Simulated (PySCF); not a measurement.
## TDDFT excited states: [C4H7F4Si]+

C4H7F4Si (charge +1).
Bonds: C1–Si2, Si2–C3, C3–F4, Si2–C5, C5–C6, C6–F7, C6–F8, C6–F9. Hydrogens: H10, H11, H12 on C1; H13, H14 on C3; H15, H16 on C5.

Theory: TDDFT PBE0/def2-SVPD, vertical, gas phase, core orbitals frozen in the response (PySCF 2.14.0, density-fitted response routines). The structure is a single GFN2-xTB conformer in the gas phase; no vibrational or solvent corrections. Torsions of this conformer, `[CH3:1][Si+:2]([CH2:3][F:4])[CH2:5][C:6]([F:7])([F:8])[F:9]`: C1–Si2–C3–F4 -162°, C1–Si2–C5–C6 -65°, Si2–C5–C6–F7 -58°.

```
state  E (eV)  E (hartree)       f  main configurations (H = HOMO, L = LUMO)
   S1    4.38       0.1611  0.0004                                 H→L (99%)
   S2    5.30       0.1946  0.0047      H-2→L (48%), H-1→L (42%), H-3→L (9%)
   S3    5.49       0.2018   0.028                  H-1→L (56%), H-2→L (40%)
   S4    6.01       0.2209   0.018                  H-3→L (88%), H-2→L (11%)
   S5    6.57       0.2415  0.0017                  H-5→L (52%), H-4→L (48%)
   S6    6.63       0.2435  0.0024                  H-4→L (51%), H-5→L (46%)
```

Triplets, Tamm–Dancoff:

| state | E (eV) | λ (nm) | main configurations (H = HOMO, L = LUMO) |
| --- | --- | --- | --- |
| T1 | 3.95 | 314.0 | H→L (98%) |
| T2 | 4.85 | 255.6 | H-2→L (64%), H-1→L (24%), H-3→L (9%) |

The lowest singlet comes at 283 nm (423 kJ/mol) in the ultraviolet; it is dark (f under 0.0005); its leading configuration is HOMO→LUMO (99%). The most intense listed level is S3 at 5.49 eV (226 nm, f = 0.028), 1.11 eV above S1. Löwdin shares by element: HOMO fluorine 33% or more, carbon 31% or more, silicon 16% (atoms not listed hold the other 19%); LUMO silicon 53%, carbon 31% or more (atoms not listed hold the other 16%). Weighted by f, the mean energy of these states is 5.71 eV. The oscillator strengths of these states sum to 0.055; summed over the whole spectrum of an exact calculation they would give the number of electrons, 80 (Thomas–Reiche–Kuhn). Of the 6 states listed, 2 reach f = 0.01 and 1 stays under 0.0005. No computed singlet lies in the visible range (380 to 750 nm); the lowest, at 283 nm, stands 1.12 eV above its violet end (3.26 eV). Singlets were solved by full linear response, triplets in the Tamm–Dancoff approximation.

Time: 59 s of wall time; peak memory 1.0 GiB. Hardware: one thread, Arm Neoverse V1 (aarch64), shared host with 32 logical CPUs at a one-minute load of 34.
